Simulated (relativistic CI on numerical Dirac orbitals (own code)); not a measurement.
## Inner-shell lines of Ir LXI

Method of calculation: Dirac-Coulomb-Breit CI, KLI orbitals optimised for each configuration, model QED (radiative potential, 1s self-energy scaled to tabulated hydrogen-like ionisation energies), unscaled Slater integrals (own radial code, finite nucleus).

Configurations in the expansion (outside the closed core 2s2 2p6): 1s2.3s2.3p5, 1s.3s2.3p6, 1s.3s2.3p5.4p, 1s.3s.3p6.4p, 1s2.3s.3p6. Levels of other configurations are missing.

The table holds the strongest lines. The upper levels have an inner-shell vacancy. Auger decay, open to those above the ionisation limit, is not computed, and radiative decays to configurations outside the model are missing too. Absolute energies can be off by a few tenths of a per cent, so close lines can change order. LS names give the leading component, which can be well under half, for lower levels too. Brackets number the levels in order of energy.

```
 E (eV)                      Upper                    Lower   A (s⁻¹)  gA (s⁻¹)
73897.7      1s.3s2.3p6 2S_1/2 [4]  1s2.3s2.3p5 2P°_1/2 [2]  4.31e+15  8.62e+15
74321.1      1s.3s2.3p6 2S_1/2 [4]  1s2.3s2.3p5 2P°_3/2 [1]  8.58e+15  1.72e+16
77145.5  1s.3s.3p6.4p 4P°_3/2 [23]    1s2.3s.3p6 2S_1/2 [3]  1.00e+15  4.02e+15
77149.6   1s.3s2.3p5.4p 2D_5/2 [5]  1s2.3s2.3p5 2P°_3/2 [1]  1.01e+15  6.03e+15
77150.1   1s.3s2.3p5.4p 4P_3/2 [6]  1s2.3s2.3p5 2P°_3/2 [1]  5.02e+14  2.01e+15
77160.6   1s.3s2.3p5.4p 2P_1/2 [7]  1s2.3s2.3p5 2P°_3/2 [1]  1.08e+15  2.17e+15
77163.7   1s.3s2.3p5.4p 2D_3/2 [8]  1s2.3s2.3p5 2P°_3/2 [1]  4.50e+14  1.80e+15
77171.9  1s.3s2.3p5.4p 2D_3/2 [16]  1s2.3s2.3p5 2P°_1/2 [2]  1.00e+15  4.01e+15
77195.2  1s.3s2.3p5.4p 4P_1/2 [18]  1s2.3s2.3p5 2P°_1/2 [2]  9.14e+14  1.83e+15
77318.8  1s.3s.3p6.4p 2P°_3/2 [27]    1s2.3s.3p6 2S_1/2 [3]  1.39e+15  5.54e+15
77320.2  1s.3s2.3p5.4p 2P_3/2 [10]  1s2.3s2.3p5 2P°_3/2 [1]  1.02e+15  4.08e+15
77322.0  1s.3s.3p6.4p 2P°_1/2 [28]    1s2.3s.3p6 2S_1/2 [3]  2.20e+15  4.40e+15
77324.2  1s.3s2.3p5.4p 4P_5/2 [11]  1s2.3s2.3p5 2P°_3/2 [1]  8.86e+14  5.32e+15
77326.8  1s.3s2.3p5.4p 2P_1/2 [12]  1s2.3s2.3p5 2P°_3/2 [1]  1.62e+15  3.23e+15
77332.4  1s.3s2.3p5.4p 2D_5/2 [13]  1s2.3s2.3p5 2P°_3/2 [1]  1.30e+15  7.78e+15
77336.6  1s.3s2.3p5.4p 2P_3/2 [14]  1s2.3s2.3p5 2P°_3/2 [1]  1.22e+15  4.87e+15
77344.6  1s.3s2.3p5.4p 4P_3/2 [20]  1s2.3s2.3p5 2P°_1/2 [2]  7.48e+14  2.99e+15
77346.7  1s.3s2.3p5.4p 2P_1/2 [21]  1s2.3s2.3p5 2P°_1/2 [2]  2.20e+15  4.40e+15
77353.3  1s.3s.3p6.4p 2P°_3/2 [29]    1s2.3s.3p6 2S_1/2 [3]  8.26e+14  3.31e+15
77355.4  1s.3s2.3p5.4p 2D_3/2 [22]  1s2.3s2.3p5 2P°_1/2 [2]  1.44e+15  5.76e+15
```
